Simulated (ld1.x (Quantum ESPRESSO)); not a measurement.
Configuration tests for chromium (Cr) (TM)

chromium, norm-conserving Troullier–Martins (Kleinman–Bylander form), made with ld1.x (Quantum ESPRESSO) 7.5 (LDA (PZ), scalar-relativistic). Core [Ar], reference 3d5 4s0 4p0 (charge +1). Waves: 4p (bound, empty): rc 2.75 bohr; 3d (bound): rc 1.80 bohr; 4s (bound, empty): rc 1.95 bohr. Local part: the s channel. Core correction: a·sin(br)/r model core inside 1.75 bohr.

Energies are relative to the spin-unpolarised reference configuration 3d5 4s0 4p0; without spin polarisation the order of configurations can differ from experiment. Spin-polarised rows fill each open shell by Hund’s rule, majority spin first.

```json
{"valence configuration": "3d5 4s1 4p0", "charge": "0", "ΔE all-electron (eV)": "-7.140", "error AE − PS (meV)": "-6.7"}
{"valence configuration": "3d4 4s0 4p0", "charge": "+2", "ΔE all-electron (eV)": "16.343", "error AE − PS (meV)": "-238"}
{"valence configuration": "3d3 4s0 4p0", "charge": "+3", "ΔE all-electron (eV)": "47.369", "error AE − PS (meV)": "-1183"}
{"valence configuration": "3d5.5 4s0.5 4p0", "charge": "0", "ΔE all-electron (eV)": "-6.423", "error AE − PS (meV)": "-11"}
{"valence configuration": "3d4 4s1 4p0", "charge": "+1", "ΔE all-electron (eV)": "1.111", "error AE − PS (meV)": "-189"}
{"valence configuration": "3d5 4s0 4p0 (spin-polarised)", "charge": "+1", "ΔE all-electron (eV)": "-4.455", "error AE − PS (meV)": "+3233"}
{"valence configuration": "3d5 4s1 4p0 (spin-polarised)", "charge": "0", "ΔE all-electron (eV)": "-12.057", "error AE − PS (meV)": "+3100"}
```

**Question.** What are ΔE and the potential's error for 3d2 4s0 4p0?

**Answer.** ΔE = 95.998 eV all-electron; the error (AE − PS) is -2646 meV.

**Question.** What are ΔE and the potential's error for 3d4 4s2 4p0?

**Answer.** ΔE = -7.198 eV all-electron; the error (AE − PS) is -199 meV.
